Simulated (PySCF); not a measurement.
Compound: C₈H₁₈O₂S.
Atom-mapped SMILES: `[CH3:1][CH2:2][CH2:3][CH2:4][S:5](=[O:6])(=[O:7])[CH2:8][CH2:9][CH2:10][CH3:11]` (hydrogens: H12, H13, H14 on C1; H15, H16 on C2; H17, H18 on C3; H19, H20 on C4; H21, H22 on C8; H23, H24 on C9; H25, H26 on C10; H27, H28, H29 on C11)

Geometry (PBE0-D3(BJ)/def2-SVP, Å), atoms numbered from 1 in this order:
```xyz
29
C8H18O2S angstrom
C     -5.204    0.468   -0.262
C     -3.949   -0.084    0.394
C     -2.673    0.377   -0.300
C     -1.418   -0.161    0.367
S      0.030    0.406   -0.533
O      0.140    1.853   -0.343
O     -0.033   -0.153   -1.884
C      1.415   -0.364    0.311
C      2.706    0.029   -0.385
C      3.938   -0.571    0.280
C      5.229   -0.188   -0.425
H     -5.216    1.569   -0.235
H     -6.114    0.111    0.243
H     -5.266    0.164   -1.319
H     -3.984   -1.187    0.396
H     -3.918    0.219    1.455
H     -2.674    0.054   -1.353
H     -2.621    1.478   -0.311
H     -1.388   -1.262    0.361
H     -1.308    0.202    1.401
H      1.243   -1.452    0.281
H      1.383   -0.017    1.355
H      2.648   -0.289   -1.438
H      2.777    1.129   -0.395
H      3.978   -0.245    1.335
H      3.839   -1.670    0.308
H      5.230   -0.538   -1.469
H      5.362    0.905   -0.444
H      6.107   -0.624    0.075
```

Level of theory: PySCF, TDDFT wB97X-D/def2-SVPD, vertical, gas phase, core orbitals frozen in the response.

Kohn–Sham orbitals with the atoms that hold most of them (Löwdin shares over 4%, at most four atoms; ? is withheld):

| orbital | ε (eV) | atoms |
| --- | --- | --- |
| LUMO+2 | 2.40 | S5 23%, C11 9%, C1 9% |
| LUMO+1 | 2.29 | S5 15%, C1 10%, C11 9%, C2 8% |
| LUMO | 1.70 | S5 34%, H19 7%, H21 7%, H22 7% |
| HOMO | ? | ? |
| HOMO-1 | -10.38 | ? |
| HOMO-2 | -10.86 | O7 35%, O6 34%, S5 8% |
| HOMO-3 | -11.01 | O7 30%, O6 29%, S5 13%, C4 4% |

Task: Which atoms hold the HOMO, and with what shares?

Result: O6 (bonded to S) 24%; O7 (bonded to S) 24%; C8 (bonded to C, S and 2 H) 13%; C4 (bonded to C, S and 2 H) 13%. By element: oxygen 48%, carbon 26% or more.

Task: Give the leading atoms of the HOMO-1.

Result: O6 (bonded to S) 44%; O7 (bonded to S) 43%; S5 (bonded to 2 C and 2 O) 5%. By element: oxygen 86%, sulfur 5%.

Task: What is the HOMO energy, and the HOMO–LUMO gap?

Result: ε(HOMO) = -9.96 eV; the gap is 11.66 eV (0.4283 hartree).

Task: The HOMO–LUMO gap is 11.66 eV. Where does the response calculation put the lowest singlet, and from which orbitals?

Result: S1 is at 7.68 eV (f = 0.0051), 3.98 eV below the gap, made of HOMO→LUMO (74%), HOMO→LUMO+4 (10%). Without the coupling terms of the response equations the lowest excitation would equal the gap.

Task: Give energy, strength and leading configuration of S1 and S2, and follow the Löwdin shares of the leading atoms from the occupied to the empty orbital.

Result: 
- S1 (7.68 eV, f 0.0051), HOMO→LUMO (74%): O6 24% → at most 8%, O7 24% → at most 8%, S5 at most 13% → 34%, H19 at most 13% → 7%
- S2 (8.13 eV, f 0.017), HOMO-1→LUMO (70%): O6 44% → at most 8%, O7 43% → at most 8%, S5 5% → 34%, H19 at most 4% → 7%

One conformer stands for the species.
